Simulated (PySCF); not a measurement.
**C4H6F2N: g tensor and hyperfine couplings**

Compound: C4H6F2N (doublet state).
Cartesian coordinates in Å at the GFN2-xTB level; atoms count from 1:
```
atom  x, y, z in Å
C1    -1.8182   -0.5780   -0.0288
C2    -0.5379    0.2144    0.0332
N3    -0.4728    1.5034    0.1765
C4     0.6902   -0.4520   -0.0671
F5     0.7340   -1.7783   -0.2173
C6     1.9990    0.2573   -0.0134
F7     3.0479   -0.6053   -0.1363
H8    -2.3860   -0.4262    0.8885
H9    -1.6257   -1.6392   -0.1544
H10   -2.4254   -0.2255   -0.8617
H11   -1.3860    1.9448    0.2457
H12    2.0688    0.9954   -0.8240
H13    2.1079    0.7897    0.9413
```

The hyperfine couplings belong to this conformer and change with its torsions.

Identity: `[H]/N=C(\C)[C](F)CF` [radical].

Method used: PySCF 2.14.0, UKS B3LYP, pcH-1 on C F H N, non-relativistic, mean-field spin-orbit, GIAO. Geometry: GFN2-xTB, one conformer, isolated molecule. GFN2-xTB frequencies show an imaginary mode (64i cm⁻¹), so this geometry is no minimum at that level. Couplings are sensitive to structure, and on GFN2-xTB geometries they can be far from those on DFT ones. The SCF solution wasn't tested for stability.

```json
{"g1, g2, g3": "2.00203, 2.00424, 2.00599", "g_iso": "2.00408", "Form of g": "rhombic: the two nearest values differ by 44 % of g3 − g1", "⟨S²⟩": "0.7696 (exact 0.7500)", "HOMO–LUMO gap, α and β orbitals": "6.37, 4.66 eV", "Total energy": "-410.43153 Eh"}
```

Isotropic coupling and dipolar principal values T1 to T3, in 10⁻⁴ cm⁻¹ (1 × 10⁻⁴ cm⁻¹ = 2.998 MHz):

| atom | isotope | a_iso | T1 | T2 | T3 | Mulliken spin population |
| --- | --- | --- | --- | --- | --- | --- |
| C1 | 13C | 0.3 | -0.4 | 0.0 | 0.4 | 0.01 |
| C2 | 13C | -14.8 | -6.7 | 2.5 | 4.2 | -0.16 |
| N3 | 14N | 5.0 | -7.1 | -6.8 | 13.9 | 0.46 |
| C4 | 13C | 23.1 | -20.5 | -20.1 | 40.6 | 0.65 |
| F5 | 19F | 39.1 | -73.1 | -62.9 | 136.0 | 0.06 |
| C6 | 13C | -9.1 | -0.4 | 0.0 | 0.4 | -0.05 |
| F7 | 19F | -2.0 | -1.7 | -0.7 | 2.4 | 0.00 |
| H8 | 1H | -3.2 | -0.7 | -0.3 | 1.0 | 0.00 |
| H9 | 1H | -0.4 | -0.9 | -0.8 | 1.7 | 0.00 |
| H10 | 1H | -3.2 | -0.7 | -0.3 | 1.0 | 0.00 |
| H11 | 1H | -10.7 | -8.7 | -1.5 | 10.3 | -0.02 |
| H12 | 1H | 23.9 | -1.4 | -0.7 | 2.1 | 0.03 |
| H13 | 1H | 24.0 | -1.4 | -0.7 | 2.1 | 0.03 |

The largest Mulliken spin populations are on C4 (+0.65), N3 (+0.46) and C2 (-0.16). The positive populations add up to 1.24 and the negative ones to -0.24, together 2S = 1. The angles at C4 add up to 360.0°, so it is planar.

Axes: g3 points within 7° of the C2–C4 bond.

Under fast tumbling the dipolar parts average out, and these isotropic splittings remain: 1 × 19F (F5, I = 1/2, 2 lines) with 4.18 mT, 2 × 1H (H12/H13, I = 1/2, 3 lines) with 2.56 mT, 1 × 1H (H11, I = 1/2, 2 lines) with 1.14 mT, 1 × 14N (N3, I = 1, 3 lines) with 0.53 mT, 3 × 1H (H8/H9/H10, I = 1/2, 4 lines) with 0.24 mT and 1 × 19F (F7, I = 1/2, 2 lines) with 0.21 mT.

Nuclei that the bonding pattern makes equivalent are averaged, as if the motion that swaps them (rotation, inversion, ring flip) were fast. The three 1H nuclei of mean -6.8 MHz run from -9.6 to -1.2 MHz in the frozen geometry.

The 13C coupling of C4 (69.2 MHz) shows only in satellite lines or after enrichment, since that isotope makes up about 1.07 % of natural carbon.
